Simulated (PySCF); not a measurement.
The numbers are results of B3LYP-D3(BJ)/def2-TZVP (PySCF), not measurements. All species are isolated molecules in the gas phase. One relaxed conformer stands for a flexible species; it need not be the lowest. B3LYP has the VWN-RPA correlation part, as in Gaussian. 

Reference species (SMILES): `CC[SiH]=[SiH2]` (C–C–Si–Si torsion 20°) (neutral, multiplicity 1).

```
Property    Result
--------  --------
LUMO      -1.89 eV
```

Changed species: `[SiH3]/C=C/[SiH3]`.

### Question
What does the change do to the LUMO?

### Answer
the LUMO increases by 0.72 eV, to -1.17 eV.
